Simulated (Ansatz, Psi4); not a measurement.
Two rigid molecules brought together: BBr3 ··· H3N (SMILES BrB(Br)Br and N). Monomers: optimised at B3LYP-D3(BJ) (def2-TZVP), held rigid. Orientation: a higher rigid-body minimum at GFN2-xTB. R is the distance of the centres of mass, along which the second monomer moves.

Geometry at R = 2.71 Å (first 4 atoms: monomer A):
```
8

B     -0.0002     0.0001     0.0002
Br    -1.5209    -1.1474    -0.0933
Br    -0.0291     1.6952    -0.8736
Br     1.5502    -0.5478     0.9667
N      1.2636    -0.9965    -2.0937
H      1.6840    -1.8923    -1.8739
H      0.8043    -1.0910    -2.9923
H      2.0178    -0.3292    -2.2088
```

Methods: PBE/def2-TZVP, counterpoise-corrected (Psi4); PBE-D3(BJ)/def2-TZVP, counterpoise-corrected (Psi4); wB97M-V/def2-TZVP, counterpoise-corrected (Psi4); CCSD(T)/aug-cc-pVDZ = Ansatz (an electronic-structure program) with CCSD(T) on RHF/aug-cc-pVDZ, cores with 3d frozen, counterpoise-corrected.

Interaction energies in kJ/mol; the last columns give the difference from CCSD(T):

| R / Å | PBE/def2-TZVP | PBE-D3(BJ)/def2-TZVP | wB97M-V/def2-TZVP | CCSD(T)/aug-cc-pVDZ | PBE/def2-TZVP − CCSD(T)/aug-cc-pVDZ | PBE-D3(BJ)/def2-TZVP − CCSD(T)/aug-cc-pVDZ | wB97M-V/def2-TZVP − CCSD(T)/aug-cc-pVDZ |
|---|---|---|---|---|---|---|---|
| 2.34 | 9.63 | -1.79 | -6.25 | 13.96 | -4.33 | -15.75 | -20.21 |
| 2.48 | 3.52 | -7.21 | -11.16 | 5.26 | -1.74 | -12.47 | -16.41 |
| 2.71 | -3.06 | -12.55 | -16.05 | -4.57 | 1.50 | -7.99 | -11.48 |
| 2.89 | -5.87 | -14.33 | -17.55 | -8.91 | 3.04 | -5.42 | -8.63 |
| 3.13 | -7.38 | -14.47 | -17.19 | -11.27 | 3.89 | -3.20 | -5.92 |
| 3.44 | -7.09 | -12.51 | -14.45 | -10.85 | 3.76 | -1.66 | -3.60 |
| 3.69 | -6.02 | -10.29 | -11.60 | -9.30 | 3.27 | -1.00 | -2.31 |
| 4.24 | -3.52 | -5.93 | -6.32 | -5.58 | 2.06 | -0.35 | -0.74 |
| 4.93 | -1.58 | -2.74 | -2.82 | -2.63 | 1.04 | -0.11 | -0.19 |
| 5.93 | -0.43 | -0.86 | -0.94 | -0.92 | 0.49 | 0.06 | -0.02 |
| 7.17 | -0.08 | -0.23 | -0.28 | -0.29 | 0.21 | 0.07 | 0.01 |

PBE/def2-TZVP is furthest from CCSD(T)/aug-cc-pVDZ at 2.34 (-4.33 kJ/mol, below); its mean absolute difference over the points is 2.30 kJ/mol.

PBE-D3(BJ)/def2-TZVP is furthest from CCSD(T)/aug-cc-pVDZ at 2.34 (-15.75 kJ/mol, below); its mean absolute difference over the points is 4.37 kJ/mol.

wB97M-V/def2-TZVP is furthest from CCSD(T)/aug-cc-pVDZ at 2.34 (-20.21 kJ/mol, below); its mean absolute difference over the points is 6.32 kJ/mol.
